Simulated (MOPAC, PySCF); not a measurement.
H₄GaNO₂, SMILES `[NH2][Ga]([OH])[OH]`, neutral singlet in the gas phase. 

Cartesian coordinates (Å):
```xyz
8

N      1.3541    -0.1681    -0.1428
Ga    -0.4526     0.0554     0.0040
O     -1.2433     1.6589     0.0093
O     -1.6073    -1.3087     0.0526
H      1.7860    -1.0546     0.0633
H      1.9878     0.5938     0.0388
H     -0.6319     2.3989    -0.0466
H     -1.1928    -2.1757     0.0214
```
Charge 0, multiplicity 1.

All levels are single points at this geometry (B3LYP-D3(BJ)/def2-TZVP); Pople sets use spherical d functions. Orbital energies aren't observables, and empty levels follow the basis.

HF/3-21G in PySCF gives dipole (D) = 4.89.

### Question
Estimate the dipole (D) from each of these levels: B3LYP-D3(BJ)/def2-TZVP in PySCF; PBE-D3(BJ)/def2-TZVP in PySCF; B3LYP/3-21G in PySCF; B3LYP/6-311+G** (LANL2DZ on Ga) in PySCF; B3LYP/6-31G* in PySCF; B3LYP/LANL2DZ in PySCF; BP86/6-31G* in PySCF; PM6 in MOPAC.

### Answer

| level | dipole (D) |
|---|---|
| B3LYP-D3(BJ)/def2-TZVP in PySCF | 3.78 |
| PBE-D3(BJ)/def2-TZVP in PySCF | 3.62 |
| B3LYP/3-21G in PySCF | 4.38 |
| B3LYP/6-311+G** (LANL2DZ on Ga) in PySCF | 4.26 |
| B3LYP/6-31G* in PySCF | 4.03 |
| B3LYP/LANL2DZ in PySCF | 4.94 |
| BP86/6-31G* in PySCF | 3.91 |
| PM6 in MOPAC | 4.52 |
